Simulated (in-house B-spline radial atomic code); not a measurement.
**Two electrons outside the [He] 2s2 2p6 core: Rh33+**

Computed with an all-electron radial atomic-structure program (B-spline basis): configuration interaction (CI) of the two valence electrons in the field of the frozen Dirac-Fock core, alone and with many-body perturbation theory for the core (screened one- and two-electron correlation potentials), Breit and QED terms; no-pair Dirac Hamiltonian, finite nucleus. Labels give the configuration (outer n counted up each series) and the leading LS term, or the jj pair where no LS term holds 70 %.

Command:
```bash
python run_mb.py task.json out
```
Settings (nuclear radius in fm, box in bohr, cutoff in hartree):
```
basis_form          3
Z                   45
core_configuration  [He] 2s2 2p6
rms_radius          4.4945
mass_number         103
speed_of_light      137.036
box_radius          2.571
lmax                6
intervals           57
virtual_cutoff      4050.0
```

Cost of the run: 43 s on 1 thread of Intel(R) Xeon(R) 6975P-C, on a shared host.

Excitation energies (eV):

| level | purity of the LS term | CI alone | CI + MBPT + Breit + QED |
| --- | --- | --- | --- |
| 3s2 1S0 | 1.0 | 0 | 0 |
| 3s3p 3P°0 | 1.0 | 66.77 | 66.72 |
| 3s3p 3P°1 | 0.879 | ? | ? |
| 3s3p 3P°2 | 1.0 | 103.41 | 102.8 |
| 3s3p 1P°1 | 0.878 | 125.64 | 124.55 |
| 3p2 3P0 | 0.782 | 160.87 | 160.11 |
| 3p2 1D2 | 0.716 | ? | ? |
| 3p2 3P1 | 0.999 | 191.11 | 189.92 |
| 3s3d 3D1 | 1.0 | 218.82 | 217.35 |
| 3s3d (1/2,3/2)2 | 0.572 (3D) | 220.06 | 218.51 |
| 3s3d (1/2,5/2)2 | 0.413 (3D) | 224.02 | 222.35 |
| 3s3d 3D3 | 1.0 | 226.78 | 224.94 |
| 3p2 1S0 | 0.781 | 243.57 | 241.81 |
| 3s3d 1D2 | 0.908 | 249.17 | 247.03 |
| 3p3d 3F°2 | 0.774 | 291.05 | 289.4 |
| 3p3d 3F°3 | 0.759 | 306.68 | 304.59 |
| 3p3d (1/2,5/2)°2 | 0.414 (3P) | 308.22 | 306.05 |
| 3p3d (1/2,3/2)°1 | 0.639 (3D) | 308.09 | 306.1 |
| 3p3d (3/2,3/2)°2 | 0.412 (1D) | 333.38 | 331 |
| 3p3d 3F°4 | 1.0 | 335.37 | 332.91 |

Task: Where does 3p2 1D2 lie?

Result: 190.31 eV in CI alone and 189.2 eV with all corrections.

Task: Where does 3s3p 3P°1 lie?

Result: 72.58 eV in CI alone and 72.369 eV with all corrections.

Task: What is the first ionisation energy?

Result: 2060.6 eV to the 3s1/2 state of the next ion (2061.6 eV from CI alone). NIST lists 2063 ± 3 eV (semi-empirical).

Some electric-dipole lines (reduced elements in atomic units, length form; vacuum wavelengths from the computed energies):

```csv
upper,lower,D bare (size),D with core polarisation (size),λ (nm),A (s⁻¹)
3s3p 1P°1,3s2 1S0,0.411,0.406,9.9543,1.1e+11
3p2 3P1,3s3p 3P°0,0.264,0.261,10.064,4.5e+10
3s3d 3D1,3s3p 3P°0,0.224,0.222,8.2311,6e+10
"3p3d (1/2,3/2)°1",3s2 1S0,0.00157,0.00155,4.0504,2.5e+07
```

Weak lines are less accurate than strong ones.
